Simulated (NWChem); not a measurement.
**Lowest excitation of CH2Cl (+1)**

```xyz
4

C      0.0000     0.0000    -1.0492
Cl     0.0000     0.0000     0.5575
H      0.9708     0.0000    -1.5911
H     -0.9708     0.0000    -1.5911
```
Charge +1, spin multiplicity 1.

All runs are NWChem calculations. The geometry was optimised at PBE/def2-SVP, a minimum by its harmonic frequencies.

Basis set: def2-SVPD.

The correlated methods keep 6 core orbitals frozen. B3LYP has NWChem's definition, with VWN1-RPA local correlation. The spin multiplicity of the parent species was assumed, not shown to be that of its ground state. The structure started from a generated list of species. Coupled-cluster values serve here as a point of comparison, not as the truth.

**Question.** For the lowest vertical singlet excitation energy, EOM-CCSD gives 3.51 eV and TD-PBE gives 3.14 eV. What do CIS, TD-CAM-B3LYP, TD-B3LYP give?

**Answer.** CIS: 4.55 eV; TD-CAM-B3LYP: 3.45 eV; TD-B3LYP: 3.38 eV.
